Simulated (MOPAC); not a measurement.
Job for MOPAC: AM1 on BeP, 2S+1 = 4, a spin state set in the input, which need not be the lowest, a point of a bond scan (R = 1.978 Å).

```
AM1 1SCF PRECISE CHARGE=0 UHF MS=1.5 THREADS=1
BeP

Be     0.00000000 1     0.00000000 1     0.00000000 1
P      0.00000000 1     0.00000000 1     1.97845900 1
```

It printed:

```
*******************************************************************************
 **                                                                           **
 **                              MOPAC v23.2.5                                **
 **                                                                           **
 *******************************************************************************
 ** MOPAC's Digital Object Identifier: https://doi.org/10.5281/zenodo.6511958 **
 **                                                                           **
 ** Please cite the open-source release paper for use of this MOPAC version:  **
 ** J. E. Moussa and J. J. P. Stewart (2026)                                  **
 ** MOPAC: An open-source semiempirical molecular orbital program             **
 ** J. Open Source Softw., 11(119), 8025, https://doi.org/10.21105/joss.08025 **
 *******************************************************************************

                              AM1 CALCULATION RESULTS

 *******************************************************************************
 *  AM1        - The AM1 Hamiltonian to be used
 *  UHF        - UNRESTRICTED HARTREE-FOCK CALCULATION
 *
 *
 *
 *                 CHARGE ON SYSTEM = 0
 *
 *
 *
 *  MS=        - IN MECI, MAGNETIC COMPONENT OF SPIN =  1.5
 *  PRECISE    - TIGHTER CRITERIA TO BE USED
 *  1SCF       - DO 1 SCF AND THEN STOP
 *  THREADS=1  - MULTI-THREADING NOT USED
 *  T=         - A TIME OF 172800.0 SECONDS REQUESTED
 *  DUMP=N     - RESTART FILE WRITTEN EVERY 7200.0 SECONDS REQUESTED
 *******************************************************************************
AM1 1SCF PRECISE CHARGE=0 UHF MS=1.5 THREADS=1
 BeP

   ATOM   CHEMICAL          X               Y               Z
  NUMBER   SYMBOL      (ANGSTROMS)     (ANGSTROMS)     (ANGSTROMS)

     1      Be          0.00000000  *   0.00000000  *   0.00000000  *
     2       P          0.00000000  *   0.00000000  *   1.97845900  *



          CARTESIAN COORDINATES

    NO.       ATOM           X           Y           Z

     1        Be          0.0000      0.0000      0.0000
     2         P          0.0000      0.0000      1.9785

 Be: (AM1): J. J. P. STEWART, J. MOL. MOD., 10, 155-164 (2004)
  P: (AM1): M.J.S.DEWAR, JIE, C, THEOCHEM, 187, 1 (1989)

           Empirical Formula: Be P  =     2 atoms



      MOLECULAR POINT GROUP   :   C*v


          UHF CALCULATION, NO. OF ALPHA ELECTRONS =    5
                           NO. OF BETA  ELECTRONS =    2

 -------------------------------------------------------------------------------
 AM1 1SCF PRECISE CHARGE=0 UHF MS=1.5 THREADS=1
 BeP



     1SCF WAS SPECIFIED, SO BFGS WAS NOT USED
     SCF FIELD WAS ACHIEVED


                              AM1 CALCULATION
                                                       MOPAC v23.2.5 Linux




          FINAL HEAT OF FORMATION =        567.14108 KCAL/MOL =    2372.91827 KJ/MOL


          COSMO AREA              =         84.23 SQUARE ANGSTROMS
          COSMO VOLUME            =         68.67 CUBIC ANGSTROMS

          IONIZATION POTENTIAL    =         10.043378 EV
          ALPHA SOMO LUMO (EV)    =        -10.043  0.258
          BETA  SOMO LUMO (EV)    =        -11.568 -2.700
          NO. OF ALPHA ELECTRONS  =          5
          NO. OF BETA  ELECTRONS  =          2
          MOLECULAR WEIGHT        =         39.9859         POINT GROUP:  C*v

          MOLECULAR DIMENSIONS (Angstroms)

            Atom       Atom       Distance
            P     2   Be     1     1.97846
            P     2   Be     1     0.00000
           Be     1    P     2     0.00000


          SCF CALCULATIONS        =          1





   ATOM   CHEMICAL          X               Y               Z
  NUMBER   SYMBOL      (ANGSTROMS)     (ANGSTROMS)     (ANGSTROMS)

     1      Be          0.00000000  *   0.00000000  *   0.00000000  *
     2       P          0.00000000  *   0.00000000  *   1.97845900  *

                             CARTESIAN COORDINATES

   1   Be        0.000000000     0.000000000     0.000000000
   2    P        0.000000000     0.000000000     1.978459000


           Empirical Formula: Be P  =     2 atoms



      MOLECULAR POINT GROUP   :   C*v


          ALPHA EIGENVALUES
 -18.96519 -12.58623 -10.32653 -10.32653 -10.04338   0.25821   8.51552   8.51552


           BETA EIGENVALUES
 -17.51136 -11.56832  -2.69987  -1.97464  -1.97464   0.81035   8.37714   8.37714


              NET ATOMIC CHARGES AND DIPOLE CONTRIBUTIONS

  ATOM NO.   TYPE          CHARGE      No. of ELECS.   s-Pop       p-Pop
    1         Be          -0.162312        2.1623     0.21263     1.94968
    2          P           0.162312        4.8377     1.91034     2.92735
 DIPOLE           X         Y         Z       TOTAL
 POINT-CHG.     0.000     0.000     1.542     1.542
 HYBRID        -0.000    -0.000     0.229     0.229
 SUM           -0.000    -0.000     1.771     1.771


          ATOMIC ORBITAL ELECTRON POPULATIONS

     Atom    s        px        py        pz
    1 Be   0.21263   0.00754   0.00754   1.93460
    2  P   1.91034   0.99246   0.99246   0.94243


                    (SZ)    =    1.500000
                    (S**2)  =    3.758612


          ATOMIC ORBITAL SPIN POPULATIONS

    Atom   Total    s     px     py     pz
         Atomic
    1 Be  0.1684  0.117  0.008  0.008  0.036
    2  P  2.8316  0.001  0.992  0.992  0.846

 **********************
 *                    *
 * JOB ENDED NORMALLY *
 *                    *
 **********************




 == MOPAC DONE ==
```

The run finished.

Cost: about 0.020 core-seconds (a rough figure).
